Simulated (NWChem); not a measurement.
The numbers come from NWChem runs, not from measurements. System: H₂BrNSi, charge 1, spin multiplicity 2, at the geometry of a parent with another charge or spin, in a state set for the comparison that need not be this species' ground state. Its SCF solution wasn't tested for a lower state. Level: UMP2/STO-3G, 15 core orbitals frozen.

Input file:

```
start mol
memory heap 200 mb stack 900 mb global 1100 mb
charge 1
geometry units angstroms nocenter noautoz
  Si     0.805460     1.120343     0.000000
  Br    -0.898559    -0.433035     0.000000
  N      2.139895     0.016947     0.000000
  H      2.087687    -1.007950     0.000000
  H      3.106160     0.360750     0.000000
  symmetry group Cs
end
basis spherical
  * library sto-3g
end
scf
  uhf
  nopen 1
  maxiter 100
  thresh 1e-7
  semidirect memsize 60000000 filesize 0
  # guess.movecs holds the orbitals of an unrestricted PBE0 run
  vectors input guess.movecs output mol.movecs
end
mp2
  freeze core 15
end
task mp2 energy
```

Output (cleaned and shortened):

```
             Northwest Computational Chemistry Package (NWChem) 7.3.0
             --------------------------------------------------------

                                NWChem Input Module
                                -------------------

 Scaling coordinates for geometry "geometry" by  1.889725989
 (inverse scale =  0.529177249)

 Turning off AUTOSYM since
 SYMMETRY directive was detected!

                             Geometry "geometry" -> ""
                             -------------------------

 Output coordinates in angstroms (scale by  1.889725989 to convert to a.u.)

  No.       Tag          Charge          X              Y              Z
 ---- ---------------- ---------- -------------- -------------- --------------
    1 Si                  14.0000     0.80546000     1.12034300     0.00000000
    2 Br                  35.0000    -0.89855900    -0.43303500     0.00000000
    3 N                    7.0000     2.13989500     0.01694700     0.00000000
    4 H                    1.0000     2.08768700    -1.00795000     0.00000000
    5 H                    1.0000     3.10616000     0.36075000     0.00000000

 Effective nuclear repulsion energy (a.u.)     208.8113853031

            Nuclear Dipole moment (a.u.)
            ----------------------------
        X                 Y               Z
 ---------------- ---------------- ----------------
    -0.0000245664     0.0000113384     0.0000000000

      Symmetry information
      --------------------

 Group name             Cs
 Group number              2
 Group order               2
 No. of unique centers     5

      Symmetry unique atoms

     1    2    3    4    5


 Summary of "ao basis" -> "" (spherical)
 ------------------------------------------------------------------------------
       Tag                 Description            Shells   Functions and Types
 ---------------- ------------------------------  ------  ---------------------
 *                           sto-3g                   on all atoms

 Summary of "ao basis" -> "ao basis" (spherical)
 ------------------------------------------------------------------------------
       Tag                 Description            Shells   Functions and Types
 ---------------- ------------------------------  ------  ---------------------
 Si                          sto-3g                  5        9   3s2p
 Br                          sto-3g                  8       18   4s3p1d
 N                           sto-3g                  3        5   2s1p
 H                           sto-3g                  1        1   1s

                                 NWChem SCF Module
                                 -----------------

  ao basis        = "ao basis"
  functions       =    34
  atoms           =     5
  alpha electrons =    29
  beta  electrons =    28
  charge          =   1.00
  wavefunction    = UHF
  use symmetry    = T
  symmetry adapt  = T

 Summary of "ao basis" -> "ao basis" (spherical)
 ------------------------------------------------------------------------------
       Tag                 Description            Shells   Functions and Types
 ---------------- ------------------------------  ------  ---------------------
 Si                          sto-3g                  5        9   3s2p
 Br                          sto-3g                  8       18   4s3p1d
 N                           sto-3g                  3        5   2s1p
 H                           sto-3g                  1        1   1s

      Symmetry analysis of basis
[...]
    Atom       Charge   Shell Charges
 -----------   ------   -------------------------------------------------------
    1 Si  14     6.79   1.00  1.00  2.95  0.86  0.99
    2 Br  35    17.69   1.00  1.00  3.00  1.00  3.00  0.99  2.71  5.00
    3 N    7     3.75   1.00  0.77  1.98
    4 H    1     0.39   0.39
    5 H    1     0.39   0.39

   Mulliken analysis of the beta density
   -------------------------------------

    Atom       Charge   Shell Charges
 -----------   ------   -------------------------------------------------------
    1 Si  14     6.22   1.00  1.00  2.94  0.67  0.61
    2 Br  35    17.23   1.00  1.00  3.00  1.00  2.99  0.99  2.25  5.00
    3 N    7     3.81   1.00  0.77  2.04
    4 H    1     0.36   0.36
    5 H    1     0.38   0.38

   Mulliken analysis of the spin density
   -------------------------------------

    Atom       Charge   Shell Charges
 -----------   ------   -------------------------------------------------------
    1 Si  14     0.57   0.00  0.00  0.01  0.18  0.38
    2 Br  35     0.46  -0.00 -0.00  0.00 -0.00  0.01 -0.01  0.46 -0.00
    3 N    7    -0.06   0.00 -0.00 -0.06
    4 H    1     0.03   0.03
    5 H    1     0.00   0.00

       Multipole analysis of the density wrt the origin
       ------------------------------------------------

     L   x y z        total         alpha         beta         nuclear
     -   - - -        -----         -----         ----         -------
     0   0 0 0      1.000000    -29.000000    -28.000000     58.000000

     1   1 0 0      2.024335      0.906800      1.117559     -0.000025
     1   0 1 0      1.500386     -0.037353      1.537727      0.000011
     1   0 0 1      0.000000     -0.000000      0.000000      0.000000

     2   2 0 0    -15.484607   -158.635635   -154.685493    297.836521
     2   1 1 0      3.109360    -46.303652    -41.728976     91.141988
     2   1 0 1      0.000000     -0.000000      0.000000      0.000000
     2   0 2 0    -17.112787    -58.203066    -49.199255     90.289534
     2   0 1 1      0.000000     -0.000000      0.000000      0.000000
     2   0 0 2    -22.764396    -11.949769    -10.814627      0.000000

                   NWChem MP2 Semi-direct Energy/Gradient Module
                   ---------------------------------------------

  Basis functions       =     34
  Molecular orbitals    =     34
  Frozen core           =     15
  Frozen virtuals       =      0
  Active alpha occupied =     14
  Active beta occupied  =     13
  Active alpha virtual  =      5
  Active beta virtual   =      6
  Use MO symmetry       = T
  Use skeleton AO sym   = T

  AO/Fock/Back tols     =   1.0D-09  1.0D-09  1.0D-09

 GA uses MA = F    GA memory limited = T

 Available:
  local mem=  1.26D+08
 global mem=  1.44D+08
 local disk=  0.00D+00
  mp2_memr nvloc                     5
  nvloc new                     5
   1 passes of  14:        3145728                       4143                    131978.
   1 passes of  14: M    126155046           G      144176888           F     123009318.

 Semi-direct pass number   1 of   1  for UHF alpha       at        0.2s
  vrange nnbf                   546
  mp2_eaftype                    10  avail_ma_in_mb                  1099
 EAF : mp2_eaftype filesize          10      65989.
  mp2_eaf for mointskh                     10
Node 0 wrote      0.3 Mb in      0.0 s     Agg I/O rate:  2057.1 Mb/s
 Done moints_semi at        0.4s
  mp2_eaftype                    10  avail_ma_in_mb                  1089
 EAF : mp2_eaftype filesize          10      65989.
  mp2_eaf for kh                    10
 Done maket at        0.4s
 Done multipass loop at        0.4s

 GA uses MA = F    GA memory limited = T

 Available:
  local mem=  1.26D+08
 global mem=  1.44D+08
 local disk=  0.00D+00
  mp2_memr nvloc                     6
  nvloc new                     6
   1 passes of  13:        3145728                       4347                    146829.
   1 passes of  13: M    126155046           G      144176888           F     123009318.

 Semi-direct pass number   1 of   1  for UHF beta        at        0.4s
  vrange nnbf                   546
  mp2_eaftype                    10  avail_ma_in_mb                  1099
 EAF : mp2_eaftype filesize          10      73414.
  mp2_eaf for mointskh                     10
Node 0 wrote      0.3 Mb in      0.0 s     Agg I/O rate:  1984.2 Mb/s
 Done moints_semi at        0.6s
  mp2_eaftype                    10  avail_ma_in_mb                  1089
 EAF : mp2_eaftype filesize          10      73414.
  mp2_eaf for kh                    10
 Done maket at        0.6s
 Done multipass loop at        0.6s

          -------------------------------------------
          SCF energy               -2884.986532215874
          Correlation energy          -0.097438113523
          Singlet pairs                0.000000000000
          Triplet pairs                0.000000000000
          Total MP2 energy         -2885.083970329396
          -------------------------------------------

          ---------------------------------------------------
                    Spin Component Scaled (SCS) MP2
          Same spin pairs                     -0.017696040371
          Same spin scaling factor             0.333333333333
          Opposite spin pairs                 -0.079742073151
          Opposite spin scaling fact.          1.200000000000
          SCS-MP2 correlation energy          -0.101589167905
          Total SCS-MP2 energy             -2885.088121383779
          ---------------------------------------------------

 -----------------------
 Performance information
 -----------------------

 Timer overhead =  9.62D-08 seconds/call

               Nr. of calls         CPU time (s)                 Wall time (s)                GFlops
             ---------------    -------------------     ------------------------------   -------------------
Name         Min   Avg   Max    Min     Avg     Max     Min     Avg     Max   Mx/calls   Min     Max     Sum
mp2: moin     2     2     2   0.36    0.36    0.36     0.36    0.36    0.36    0.18      0.0     0.0     0.0
mp2: make     2     2     2   1.76E-3 1.76E-3 1.76E-3  1.76E-3 1.76E-3 1.76E-3 8.81E-4   0.0     0.0     0.0
mp2: tota     1     1     1   0.38    0.38    0.38     0.38    0.38    0.38    0.38      0.0     0.0     0.0

 The average no. of pstat calls per process was 5.00D+00
 with a timing overhead of 4.81D-07s

 Task  times  cpu:        0.6s     wall:        0.6s

 Total times  cpu:        0.6s     wall:        0.6s
```
